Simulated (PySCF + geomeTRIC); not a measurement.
A geometry relaxed with B3LYP-D3(BJ)/def2-TZVP (PySCF + geomeTRIC), charge 0, multiplicity 2:

```xyz
3

In    -0.0033     0.5919     0.0000
H      1.5365    -0.2874     0.0000
H     -1.5333    -0.3043     0.0000
```

### Question
Write the SMILES of this molecule.

### Answer
`[InH2]`
